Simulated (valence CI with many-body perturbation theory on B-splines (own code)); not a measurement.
## Ga XVII: E2, M1, M2 decay

Computed by configuration interaction combined with many-body perturbation theory (CI+MBPT): five valence electrons over a frozen Dirac-Fock core [Ne], radial functions for each j: 11 s, 11 p, 10 d, 8 f, 5 g, 2 h, with the one-electron correlation potential Σ1, the two-electron term Σ2, the three-electron term Σ3, Breit, model QED; selected CI, second order for the rest, scaled by the run's own slope (own B-spline code, finite nucleus).

No measured levels were compared; by estimate levels of excited configurations hold to 0.05 to 0.15 % of their energy, terms of the ground configuration to about 0.5 %. Among the levels kept, up to 3300 cm⁻¹ of a level comes from second order outside the variational space, and about a tenth of that is noise between levels of different J, which matters for small intervals.

Lines 1 to 17 of 17 in falling wavelength, among levels below 182.74 eV, chosen from the decays that carry over 1 % of a level's rate. Wavelengths and rates use the calculated energies, so an error of 300 cm⁻¹ moves a line at 254.3 nm by 0.76 % and its rate by three times that or more. Electric multipoles are in the length gauge, E1 and E2 with the static RPA response of the core. Weak lines are less certain than strong ones. Lines between different terms over intervals too small for the method are left out, as are lines whose strength nearly cancels. Branching is blank where the lifetime is uncertain.

Names give the largest LS component (configuration and term), which can be under half, so a name can repeat, a term be missing and a line seem to break the LS rules; names also repeat where a configuration has a term twice. Letters in brackets count levels of one name in rising energy.

| λ vac (nm) | Upper | Lower | Type | A (s⁻¹) | Branch % |
| --- | --- | --- | --- | --- | --- |
| 679.4 | 3s2.3p3 2D°_5/2 | 3s2.3p3 2D°_3/2 | M1 | 2.66e+01 | 26.7 |
| 608.5 | 3s2.3p2.3d 4F_9/2 | 3s2.3p2.3d 4F_7/2 | M1 | 1.04e+02 |  |
| 414.4 | 3s2.3p3 2P°_3/2 | 3s2.3p3 2P°_1/2 | M1 | 9.45e+01 | 1.7 |
| 254.3 | 3s2.3p2.3d 2G_9/2 | 3s2.3p2.3d 4D_7/2 | M1 | 7.92e+01 |  |
| 193.3 | 3s2.3p3 2P°_1/2 | 3s2.3p3 2D°_3/2 | M1 | 4.02e+02 | 17.1 |
| 187.8 | 3s2.3p3 2D°_3/2 | 3s2.3p3 4S°_3/2 | M1 | 8.50e+02 | 100.0 |
| 163.5 | 3s2.3p3 2P°_3/2 | 3s2.3p3 2D°_5/2 | M1 | 7.83e+02 | 13.8 |
| 147.2 | 3s2.3p3 2D°_5/2 | 3s2.3p3 4S°_3/2 | M1 | 7.19e+01 | 72.3 |
| 135.0 | 3s2.3p2.3d 2G_9/2 | 3s2.3p2.3d 4F_9/2 | M1 | 1.03e+03 |  |
| 131.8 | 3s2.3p3 2P°_3/2 | 3s2.3p3 2D°_3/2 | M1 | 2.81e+03 | 49.4 |
| 128.4 | 3s2.3p2.3d 2G_9/2 | 3s2.3p2.3d 2F_7/2 [a] | M1 | 5.10e+01 |  |
| 110.5 | 3s2.3p2.3d 2G_9/2 | 3s2.3p2.3d 4F_7/2 | M1 | 7.43e+02 |  |
| 95.26 | 3s2.3p3 2P°_1/2 | 3s2.3p3 4S°_3/2 | M1 | 1.95e+03 | 82.7 |
| 77.46 | 3s2.3p3 2P°_3/2 | 3s2.3p3 4S°_3/2 | M1 | 1.98e+03 | 34.9 |
| 43.14 | 3s2.3p2.3d 4F_9/2 | 3s.3p4 4P_5/2 | E2 | 9.02e+01 |  |
| 32.69 | 3s2.3p2.3d 2G_9/2 | 3s.3p4 4P_5/2 | E2 | 5.36e+01 |  |
| 18.27 | 3s2.3p2.3d 4F_9/2 | 3s2.3p3 2D°_5/2 | M2 | 1.14e+02 |  |
